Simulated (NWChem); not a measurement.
aminoborane (H4BN)

SMILES: BN
```xyz
6

B      0.0000     0.0000    -0.7762
N      0.0000     0.0000     0.6112
H     -1.0575     0.0000    -1.3645
H      1.0575     0.0000    -1.3645
H      0.8464     0.0000     1.1658
H     -0.8464     0.0000     1.1658
```
Charge 0, spin multiplicity 1.

All runs are NWChem calculations. The geometry was optimised at PBE0/def2-SVP, a minimum by its harmonic frequencies. It is one conformer; others weren't searched.

Symmetry labels belong to the abelian group C2v used in the runs, with the axes of the coordinates shown.

B3LYP has NWChem's definition, with VWN1-RPA local correlation.

List the lowest 3 singlet excitations that TD-B3LYP/aug-cc-pVDZ, VWN1-RPA local correlation gives, with oscillator strengths.


```json
[
 {"state": "1", "symmetry": "b2", "energy (eV)": "7.00", "wavelength (nm)": "177", "f": "0.046"},
 {"state": "2", "symmetry": "a2", "energy (eV)": "7.10", "wavelength (nm)": "175", "f": "0.000"},
 {"state": "3", "symmetry": "b1", "energy (eV)": "7.49", "wavelength (nm)": "165", "f": "0.003"}
]
```
